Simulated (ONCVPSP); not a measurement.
## Configuration tests for iron (ONCV)

* Element: Fe (Z = 26)
* Generator: ONCVPSP 4.0.1
* Type: optimised norm-conserving Vanderbilt (ONCV)
* Functional: LDA (Perdew-Wang 92)
* Relativity: scalar-relativistic
* Frozen core: [Ne]
* Valence charge: 16
* Reference configuration: 3s2 3p6 3d6 4s2
* Partial waves: 3s+4s: rc 1.50 bohr, ncon 4, nbas 9, qcut 6.4 1/bohr, 2 projectors; 3p: rc 0.95 bohr, ncon 4, nbas 6, qcut 8.9 1/bohr, 1 projector; 3d: rc 1.70 bohr, ncon 3, nbas 8, qcut 8.7 1/bohr, 2 projectors, debl 3.5 Ha
* Local potential: polynomial inside 0.70 bohr (lpopt 3, dvloc0 1 Ha)
* Core correction: Teter function, fcfact 2.5, rcfact 1.6

Energies are relative to the spin-unpolarised reference configuration 3s2 3p6 3d6 4s2; without spin polarisation the order of configurations can differ from experiment.

```csv
valence configuration,charge,ΔE all-electron (eV),error AE − PS (meV)
3s2 3p6 3d6 4s0,+2,25.459,+6.7
3s2 3p6 3d5 4s0,+3,59.993,+63
3s2 3p6 3d6 4s0 4p2,0,8.611,+31
```

Problem. What are ΔE and the potential's error for 3s2 3p6 3d6 4s1?

Solution. ΔE = 8.974 eV all-electron; the error (AE − PS) is +1.1 meV.

Levels in the configuration 3s2 3p6 3d6 4s0:

```
level  all-electron (eV)  pseudo (eV)
   3s           -112.054     -112.177
   3p            -78.482      -78.549
   3d            -26.035      -26.102
```
